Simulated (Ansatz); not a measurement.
Consider the substitution at a C–Si bond: `C[Si](F)(S)S` + `C[NH][AlH2]` → `C[N](C)[AlH2]` + `F[SiH](S)S`.

Computed with Ansatz on PBE0-D4/def2-TZVP structures; ΔE is electronic, products minus reactants. CBS: MP2 limit from def2 TZ/QZ plus the TZ coupled-cluster correction, frozen cores. This one scheme is used for every species. Functionals use def2-TZVPP. B3LYP here is the variant with VWN-RPA as its local correlation; programs differ in this. One conformer a species, not always the lowest.

`C[Si](F)(S)S`:

Cartesian coordinates in Å:
```
C 0.007 0.779 -1.247
Si 0.176 -0.299 0.244
F 0.626 -1.752 -0.253
S -1.603 -0.551 1.381
S 1.620 0.565 1.534
H 0.965 0.867 -1.766
H -0.720 0.350 -1.940
H -0.335 1.775 -0.963
H -2.156 -1.401 0.496
H 1.419 -0.333 2.513
```

`C[NH][AlH2]`:

```xyz
9

C     0.135   -0.965   -0.826
N     0.135   -0.290    0.454
Al   -0.246    1.399    0.810
H    -0.582   -1.795   -0.860
H     1.121   -1.368   -1.085
H    -0.146   -0.263   -1.614
H     0.394   -0.911    1.208
H    -0.164    1.865    2.321
H    -0.648    2.329   -0.409
```

`C[N](C)[AlH2]`:

```xyz
12

C     0.753   -0.574    1.029
N     0.025    0.069   -0.038
C    -1.198   -0.624   -0.363
Al    0.572    1.542   -0.857
H     1.673   -0.030    1.253
H     0.158   -0.624    1.952
H     1.028   -1.606    0.766
H    -1.727   -0.116   -1.172
H    -1.875   -0.675    0.502
H    -1.004   -1.658   -0.683
H     1.942    2.177   -0.377
H    -0.348    2.119   -2.010
```

`F[SiH](S)S`:

Cartesian coordinates in Å:
```
F 0.980 1.297 -0.581
Si 0.145 0.115 0.091
S 0.464 -1.757 -0.837
S -1.918 0.501 -0.176
H 0.590 0.077 1.499
H 1.517 -2.051 -0.055
H -1.779 1.818 0.058
```

| level | ΔE (kJ/mol) | difference from CCSD(T)/CBS |
| --- | --- | --- |
| PBE-D4 | 83.0 | -2.5 |
| r2SCAN-D4 | 87.7 | 2.2 |
| B3LYP-D4 | 83.6 | -1.9 |
| ωB97M-V | 87.6 | 2.1 |
| B2PLYP | 83.3 | -2.2 |
| PBE | 82.1 | -3.4 |
| r2SCAN | 87.5 | 2.0 |
| B3LYP | 82.2 | -3.3 |
| HF/def2-TZVPP | 82.3 | -3.2 |
| SCS-MP2/def2-TZVPP | 81.4 | -4.1 |
| CCSD(T)/def2-TZVPP | 82.5 | -3.0 |
| HF/def2-QZVPP | 81.9 | -3.6 |
| MP2/def2-QZVPP | 87.0 | 1.5 |
| HF/CBS(def2) | 81.8 | -3.7 |
| MP2/CBS(def2) | 88.4 | 2.9 |
| CCSD/CBS(def2) | 85.9 | 0.4 |
| CCSD(T)/CBS | 85.5 | 0 |

Largest T1 diagnostic among the species: 0.012.
